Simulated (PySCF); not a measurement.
## NMR data sheet: C9H18Si

```
Formula                               : C9H18Si
SMILES                                : C1CC([C@@H]2CCC[SiH2]C2)C1
InChI                                 : InChI=1S/C9H18Si/c1-3-8(4-1)9-5-2-6-10-7-9/h8-9H,1-7,10H2/t9-/m1/s1
Point group of the computed structure : C1
Degrees of unsaturation               : 2
Carbon signals                        : 9
Proton signals                        : 18
```

Molfile (atoms numbered from 1):
```
C9H18Si
     RDKit          3D

 28 29  0  0  0  0  0  0  0  0999 V2000
   -3.4660   -0.9317    0.5554 C   0  0  0  0  0  0  0  0  0  0  0  0
   -2.2278   -1.8374    0.4238 C   0  0  0  0  0  0  0  0  0  0  0  0
   -1.3498   -0.6261    0.8084 C   0  0  0  0  0  0  0  0  0  0  0  0
   -0.0137   -0.4182    0.1132 C   0  0  2  0  0  0  0  0  0  0  0  0
    0.9582   -1.5571    0.4422 C   0  0  0  0  0  0  0  0  0  0  0  0
    2.2489   -1.5719   -0.3774 C   0  0  0  0  0  0  0  0  0  0  0  0
    3.1622   -0.3654   -0.1294 C   0  0  0  0  0  0  0  0  0  0  0  0
    2.2153    1.2372   -0.4263 Si  0  0  0  0  0  4  0  0  0  0  0  0
    0.5647    0.9666    0.4421 C   0  0  0  0  0  0  0  0  0  0  0  0
   -2.5363    0.2904    0.4408 C   0  0  0  0  0  0  0  0  0  0  0  0
   -4.2676   -1.0419   -0.1902 H   0  0  0  0  0  0  0  0  0  0  0  0
   -3.9150   -1.0050    1.5579 H   0  0  0  0  0  0  0  0  0  0  0  0
   -2.1759   -2.7403    1.0508 H   0  0  0  0  0  0  0  0  0  0  0  0
   -2.0500   -2.1318   -0.6239 H   0  0  0  0  0  0  0  0  0  0  0  0
   -1.1921   -0.6114    1.9024 H   0  0  0  0  0  0  0  0  0  0  0  0
   -0.2109   -0.4586   -0.9776 H   0  0  0  0  0  0  0  0  0  0  0  0
    1.2066   -1.5121    1.5196 H   0  0  0  0  0  0  0  0  0  0  0  0
    0.4350   -2.5160    0.2929 H   0  0  0  0  0  0  0  0  0  0  0  0
    1.9860   -1.6221   -1.4500 H   0  0  0  0  0  0  0  0  0  0  0  0
    2.7980   -2.5045   -0.1624 H   0  0  0  0  0  0  0  0  0  0  0  0
    4.0689   -0.4200   -0.7534 H   0  0  0  0  0  0  0  0  0  0  0  0
    3.5080   -0.3693    0.9202 H   0  0  0  0  0  0  0  0  0  0  0  0
    2.9432    2.4378    0.0945 H   0  0  0  0  0  0  0  0  0  0  0  0
    1.9896    1.4320   -1.8966 H   0  0  0  0  0  0  0  0  0  0  0  0
   -0.1553    1.7598    0.1811 H   0  0  0  0  0  0  0  0  0  0  0  0
    0.7271    1.0438    1.5333 H   0  0  0  0  0  0  0  0  0  0  0  0
   -2.7413    1.1618    1.0808 H   0  0  0  0  0  0  0  0  0  0  0  0
   -2.4511    0.6378   -0.6023 H   0  0  0  0  0  0  0  0  0  0  0  0
  1  2  1  0
  2  3  1  0
  3  4  1  0
  4  5  1  0
  5  6  1  0
  6  7  1  0
  7  8  1  0
  8  9  1  0
  3 10  1  0
 10  1  1  0
  9  4  1  0
  1 11  1  0
  1 12  1  0
  2 13  1  0
  2 14  1  0
  3 15  1  0
  4 16  1  6
  5 17  1  0
  5 18  1  0
  6 19  1  0
  6 20  1  0
  7 21  1  0
  7 22  1  0
  8 23  1  0
  8 24  1  0
  9 25  1  0
  9 26  1  0
 10 27  1  0
 10 28  1  0
M  END
```

Theoretical values (PySCF 2.14): PBE0-D3(BJ)/def2-SVP geometry, GIAO B3LYP/pcSseg-1 shieldings. No relativistic terms, one conformer, no solvent.

Referencing at the same level of theory: TMS for ¹H, ¹³C, ²⁹Si.

| carbon | δC, type | δH (multiplicity) | HMBC from (2–3 bonds) | span of the C tensor (ppm) |
| --- | --- | --- | --- | --- |
| C1 | 19.4, CH2 | H11 1.62 (m); H12 1.72 (m) | H27, H13, H15, H14, H28 | 20 |
| C2 | 30.7, CH2 | H13 1.94 (m); H14 1.44 (m) | H27, H12, H15, H11, H28, H16 | 31 |
| C3 | 48.2, CH | 1.65 (m) | H27, H13, H12, H11, H18, H14, H28, H25, H16, H17, H26 | 44 |
| C4 | 49.7, CH | 0.81 (m) | H23, H24, H20, H27, H13, H15, H18, H14, H28, H19, H25, H17, H26 | 38 |
| C5 | 35.3, CH2 | H17 0.52 (m); H18 1.56 (m) | H20, H15, H19, H25, H16, H21, H22, H26 | 22 |
| C6 | 28.8, CH2 | H19 1.29 (m); H20 2.02 (m) | H23, H24, H18, H16, H21, H17, H22 | 14 |
| C7 | 10.7, CH2 | H21 0.78 (m); H22 0.50 (m) | H23, H24, H20, H18, H19, H25, H17, H26 | 28 |
| C9 | 13.4, CH2 | H25 0.86 (m); H26 -0.07 (m) | H23, H24, H15, H18, H16, H21, H17, H22 | 34 |
| C10 | 30.4, CH2 | H27 1.98 (m); H28 1.43 (m) | H13, H12, H15, H11, H14, H16 | 31 |

Other nuclei:
| atoms | nucleus | environment | δ (ppm) | σ (ppm) |
| --- | --- | --- | --- | --- |
| H23 | ¹H | hydrogen on a silicon bonded to 2 C, in a 6-membered ring | 4.04 | 27.34 |
| H24 | ¹H | hydrogen on a silicon bonded to 2 C, in a 6-membered ring | 3.92 | 27.46 |
| Si8 | ²⁹Si | silicon bonded to 2 C, 2 H, in a 6-membered ring | -40.6 | 378.5 |

Carbon types of the structure: 2 × CH, 7 × CH2, leaving 2 H on heteroatoms. δC 49.7, 48.2: sp3 CH in a ring; saturated and bonded to C and H only. δC 35.3, 30.7, 30.4, 28.8, 19.4: sp3 CH2 in a ring; saturated and bonded to C and H only. δH 2.02, 1.98, 1.94, 1.72, 1.62, 1.56, 1.44, 1.43, 1.29, 0.52: hydrogen on an sp3 CH2 in a ring. δH 1.65, 0.81: hydrogen on an sp3 CH in a ring. δH 0.86, 0.78, 0.50, -0.07: hydrogen on an sp3 CH2 bonded to Si; an electropositive neighbour shields it, as in TMS itself.

Shifts are as computed. Against solution values, carbons near 30 ppm lie about +2 ppm off and those near 130 ppm about +6 ppm. Of 1211 compounds with measured shifts, 218 miss one by over three times the rms of a fit or turn the order of signals round; such compounds aren't used in these exercises. No couplings were computed; multiplicities are counted from neighbouring protons, with m where these are inequivalent, close in shift, in a saturated or five-membered ring or joined by F or P, and br s for small geminal =CH2 splittings.
